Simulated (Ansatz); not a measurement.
C8H10 can be A, `Cc1ccc(C)cc1`, or B, `C=CC1=C(C=C)CC1`.

Gas-phase electronic energies from Ansatz, PBE0-D4/def2-TZVP geometries. CBS: MP2 limit from def2 TZ/QZ plus the TZ coupled-cluster correction, frozen cores. DFT in def2-TZVPP. Each species was taken in one conformer, which may not be the lowest.

Which isomer does CCSD(T)/CBS put lower? Give the gap. (An estimate is asked.)

Computed: A, by 241.9 kJ/mol.

Give E(B) − E(A) in kJ/mol with PBE-D4, HF/def2-TZVPP, BLYP-D4, CCSD(T)/def2-TZVPP, CCSD(T)/def2-SVP, r2SCAN-D4, LDA (SPW92). (An estimate is asked.)

The calculation gave: PBE-D4 239.3, HF/def2-TZVPP 243.8, BLYP-D4 237.3, CCSD(T)/def2-TZVPP 241.0, CCSD(T)/def2-SVP 246.0, r2SCAN-D4 252.8, LDA (SPW92) 256.8. None reverses the order clearly.

Largest T1 diagnostic: 0.011.

The D4 term adds +5.3 kJ/mol with B3LYP and +2.5 kJ/mol with PBE0; it sums over pairs of atoms, weighted by their polarisabilities, and B3LYP, whose exchange is more repulsive, gets the larger term. Leaving LDA and LC-ωPBE aside and taking each functional with its dispersion term where it has one, the values, not all of them listed here, spread over 22.7 kJ/mol, from BLYP-D4 to PBE-QIDH. LDA lies +20.7 kJ/mol from PBE without D4.

B3LYP here is the variant with VWN-RPA as its local correlation; programs differ in this.
